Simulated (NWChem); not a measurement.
System: C2H4AlCl; SMILES C=[CH][AlH][Cl]

The following NWChem deck was run.

```
start job
memory heap 200 mb stack 900 mb global 1100 mb
geometry units angstroms noautosym nocenter noautoz
  Al    -0.933765     0.063970     0.000000
  H     -2.439838     0.539207     0.000000
  Cl     0.561373     1.558623     0.000000
  C     -0.323425    -1.773484     0.000000
  C      0.983385    -2.085216     0.000000
  H     -1.035330    -2.611493     0.000000
  H      1.343430    -3.122242     0.000000
  H      1.762231    -1.312543     0.000000
end
basis spherical
  * library pcsseg-1
end
dft
  xc kt2
  iterations 150
end
property
  shielding
end
task dft property
```

Excerpt of the output:

```
             Northwest Computational Chemistry Package (NWChem) 7.3.0
             --------------------------------------------------------

                             Geometry "geometry" -> ""
                             -------------------------

 Output coordinates in angstroms (scale by  1.889725989 to convert to a.u.)

  No.       Tag          Charge          X              Y              Z
 ---- ---------------- ---------- -------------- -------------- --------------
    1 Al                  13.0000    -0.93376500     0.06397000     0.00000000
    2 H                    1.0000    -2.43983800     0.53920700     0.00000000
    3 Cl                  17.0000     0.56137300     1.55862300     0.00000000
    4 C                    6.0000    -0.32342500    -1.77348400     0.00000000
    5 C                    6.0000     0.98338500    -2.08521600     0.00000000
    6 H                    1.0000    -1.03533000    -2.61149300     0.00000000
    7 H                    1.0000     1.34343000    -3.12224200     0.00000000
    8 H                    1.0000     1.76223100    -1.31254300     0.00000000

 Effective nuclear repulsion energy (a.u.)     172.0676864804

                              NWChem Property Module
                              ----------------------

  itol2e modified to match energy
  convergence criterion.

                                 NWChem DFT Module
                                 -----------------

 Summary of "ao basis" -> "ao basis" (spherical)
 ------------------------------------------------------------------------------
       Tag                 Description            Shells   Functions and Types
 ---------------- ------------------------------  ------  ---------------------
 Al                         pcsseg-1                10       24   4s5p1d
 H                          pcsseg-1                 3        5   2s1p
 Cl                         pcsseg-1                10       24   4s5p1d
 C                          pcsseg-1                 7       17   3s3p1d

  itol2e modified to match energy
  convergence criterion.

[...]

          -----------------------------------------
          Chemical Shielding Tensors (GIAO, in ppm)
          -----------------------------------------

                                NWChem CPHF Module
                                ------------------

  scftype          =     RHF
  nclosed          =       23
  nopen            =        0
  variables        =     1817
  # of vectors     =        3
  tolerance        = 0.10D-03
  level shift      = 0.00D+00
  max iterations   =       50
  max subspace     =       30

 SCF residual:    3.8682086133939235E-005

Iterative solution of linear equations
  No. of variables     1817
  No. of equations        3
  Maximum subspace       30
        Iterations       50
       Convergence  1.0D-04

   iter   nsub   residual    time
   ----  ------  --------  ---------
     1      3    4.15D-05      55.2

      Atom:    1  Al
        Diamagnetic
    797.4914      2.9154     -0.0000
      2.9154    800.7203     -0.0000
     -0.0000     -0.0000    797.9422

        Paramagnetic
   -442.6474    -47.3388      0.0000
    -47.3388   -457.1950      0.0000
      0.0000      0.0000   -439.0336

        Total Shielding Tensor
    354.8440    -44.4234      0.0000
    -44.4234    343.5253      0.0000
      0.0000      0.0000    358.9086

           isotropic =     352.4260
          anisotropy =      62.3117

          Principal Components and Axis System
                 1           2           3
              393.9671    358.9086    304.4022

      1         0.7505     -0.0000      0.6609
      2        -0.6609      0.0000      0.7505
      3         0.0000      1.0000     -0.0000

      Atom:    2  H
        Diamagnetic
     35.2862     -2.9177     -0.0000
     -2.9177     24.9922     -0.0000
     -0.0000     -0.0000     22.7002

        Paramagnetic
     -3.9881      1.5839      0.0000
      1.5839     -0.9457      0.0000
      0.0000      0.0000     -0.1942

        Total Shielding Tensor
     31.2981     -1.3339      0.0000
     -1.3339     24.0464      0.0000
      0.0000      0.0000     22.5060

           isotropic =      25.9502
          anisotropy =       8.3782

          Principal Components and Axis System
                 1           2           3
               31.5357     23.8089     22.5060

      1         0.9845      0.1753     -0.0000
      2        -0.1753      0.9845     -0.0000
      3         0.0000      0.0000      1.0000

      Atom:    3  Cl
        Diamagnetic
   1150.7304      3.0533     -0.0000
      3.0533   1153.2217     -0.0000
     -0.0000     -0.0000   1148.2950

        Paramagnetic
   -303.1573    152.2939     -0.0000
    152.2939   -364.4723      0.0000
     -0.0000      0.0000   -113.9146

        Total Shielding Tensor
    847.5730    155.3471     -0.0000
    155.3471    788.7494      0.0000
     -0.0000      0.0000   1034.3804

           isotropic =     890.2343
          anisotropy =     216.2192

          Principal Components and Axis System
                 1           2           3
             1034.3804    976.2681    660.0543

      1        -0.0000      0.7701     -0.6380
      2        -0.0000      0.6380      0.7701
      3         1.0000      0.0000     -0.0000

      Atom:    4  C
        Diamagnetic
    262.5622     -5.7323      0.0000
     -5.7323    265.4937     -0.0000
      0.0000     -0.0000    241.2217

        Paramagnetic
   -258.2364    -36.4703      0.0000
    -36.4703   -297.1766     -0.0000
      0.0000     -0.0000    -72.0428

[...]
```

Level: KT2/pcSseg-1, GIAO. The geometry was optimised at PBE0/def2-SVP. The printed shielding anisotropy is the first printed principal value minus the mean of the other two.
